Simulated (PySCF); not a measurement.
CH7B2Si (calculated)

All values are calculated (PySCF 2.14.0). Calculation on a computer-drawn molecule: the log of a Hartree-Fock and frozen-core CCSD(T) single point meant for a local Hartree-Fock minimum, with one planted fault or none, to be diagnosed. Offsets are logged minus clean, where the clean run is the same molecule without the fault. The reference is restricted for singlets and unrestricted otherwise, and also for a bond in bohr or an excited solution. Adding or removing an electron swaps singlet and doublet. The excited solution moves the top pair (singlet) or top alpha electron (doublet) to the lowest empty orbital. Highest occupied and lowest empty are orbital energies over both spins, largest force is the largest gradient component, triples share is (T) over the correlation energy, the T1 limit is 0.02 restricted and 0.045 unrestricted, electrons count all cores, a negative frequency is imaginary (commonest isotopes), and the dipole is about the centre of nuclear charge.

Common to all runs: meant charge 0; meant multiplicity 2; meant basis cc-pV(D+d)Z; logged SCF converged yes; possible faults no fault, one electron removed, one electron added, multiplicity raised by two, geometry at a saddle point, SCF held on an excited solution, minimal basis STO-3G, one bond length entered in bohr, all coordinates scaled.

(1) CH7B2Si

Logged structure:
```xyz
11
CH7B2Si
B     -2.1982    -0.6463    -0.2230
B     -1.1577     0.1808    -1.2556
C      0.3816     0.2064    -1.0995
Si    -1.9795     1.1955    -2.8475
H     -2.6863    -0.1131     0.7405
H     -2.5398    -1.7814    -0.4392
H      0.9190    -0.4329    -0.4033
H      1.0291     0.8634    -1.6745
H     -3.4381     1.4401    -2.7036
H     -1.3139     2.5116    -3.0395
H     -1.7797     0.3982    -4.0878
```

| Property | Result |
| --- | --- |
| logged electrons | 37 |
| logged basis functions | 31 |
| logged spin squared | 0.7612 |
| logged highest occupied | -8.3561 eV |
| logged lowest empty | 4.8757 eV |
| logged largest force | 0.03182 hartree/bohr |
| logged T1 diagnostic | 0.012721 |
| logged D1 diagnostic | 0.063985 |
| logged triples share | 0.010828 |
| logged CC converged | yes |
| logged dipole magnitude | 0.82713 debye |
| logged SCF stable within its kind | yes |
| logged energy HF | -375.74242 hartree |
| logged energy CCSD(T) | -375.94662 hartree |
| planted fault | minimal basis STO-3G |
| HF energy offset from clean run | 2777 kcal/mol |
| CCSD(T) energy offset from clean run | 2938 kcal/mol |

Drawn bonds:
```csv
atom,other atom,order
1,2,1
2,3,1
2,4,1
1,5,1
1,6,1
3,7,1
3,8,1
4,9,1
4,10,1
4,11,1
```

(2) CH7B2Si

Structure as in entry 1.

| Property | Result |
| --- | --- |
| logged electrons | 37 |
| logged basis functions | 100 |
| logged spin squared | 1.7701 |
| logged highest occupied | -6.2373 eV |
| logged lowest empty | -1.5692 eV |
| logged largest force | 0.063312 hartree/bohr |
| logged dipole magnitude | 3.4461 debye |
| logged SCF stable within its kind | no |
| logged energy HF | -380.01403 hartree |
| planted fault | SCF held on an excited solution |
| HF energy offset from clean run | 96.87 kcal/mol |

Drawn bonds:
```csv
atom,other atom,order
1,2,1
2,3,1
2,4,1
1,5,1
1,6,1
3,7,1
3,8,1
4,9,1
4,10,1
4,11,1
```

Notes: coupled-cluster numbers left out as unreliable.

(3) CH7B2Si

Structure as in entry 1.

| Property | Result |
| --- | --- |
| logged electrons | 36 |
| logged basis functions | 100 |
| logged spin squared | 0 |
| logged highest occupied | -15.862 eV |
| logged lowest empty | -7.623 eV |
| logged largest force | 0.050231 hartree/bohr |
| logged dipole magnitude | 6.795 debye |
| logged SCF stable within its kind | yes |
| logged energy HF | -379.83108 hartree |
| planted fault | one electron removed |
| HF energy offset from clean run | 211.7 kcal/mol |

Drawn bonds:
```csv
atom,other atom,order
1,2,1
2,3,1
2,4,1
1,5,1
1,6,1
3,7,1
3,8,1
4,9,1
4,10,1
4,11,1
```

Notes: coupled-cluster numbers left out as unreliable.
